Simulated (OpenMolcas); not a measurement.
An atom or ion with 56 electrons was computed by MS-CASPT2, IPEA 0.25 Eh, imaginary shift 0.1 Eh with spin-orbit coupling (OpenMolcas, ANO-RCC-VTZP, DKH2). The lowest levels that the run gave, each within 12 % of the measured value where one is at hand:

```
J  Parity  E (eV)      g
0    even  0.0000       
1    even   1.182  0.499
2    even   1.206  1.165
3    even   1.249  1.334
2    even   1.483  1.002
0     odd   1.517       
1     odd   1.541  1.500
2     odd   1.592  1.501
1     odd   2.218  1.001
2    even   2.643  0.671
3    even   2.688  1.084
4    even   2.740  1.250
```

Q: Which ion is it, and what are the configurations and terms?

A: Ba I (Z = 56, neutral; active space 2 electrons in 9 orbitals (5d 6s 6p)). J, parity and g give the terms where levels are pure, and mixed ones are named by the computed weights; the size of the splittings, set against known spectra of the 56-electron sequence, gives the charge. In order, with the measured energies in eV (NIST Handbook of Basic Atomic Spectroscopic Data): 6s² ¹S₀, 5d 6s ³D₁ (1.1201), 5d 6s ³D₂ (1.1426), 5d 6s ³D₃ (1.1898), 5d 6s ¹D₂ (1.4128), 6s 6p ³P°₀ (1.5208), 6s 6p ³P°₁ (1.5667), 6s 6p ³P°₂ (1.6756), 6s 6p ¹P°₁ (2.2392), 5d² ³F₂, 5d² ³F₃, 5d² ³F₄.

Term energies are means over components that CASPT2 splits; among the terms shown or strongly mixed into the levels shown the widest spread is 330 cm-1 (5d² ³F). A single d shell beside an s shell can misplace configurations of different d count against each other. Computed and measured levels are paired by configuration, term and J; levels that our copy of the source lacks, or whose pairing is in doubt (as where it misses far off the trend of its configuration), stay unpaired and out of the deviations. Only configurations of the active space appear.

° marks odd parity.
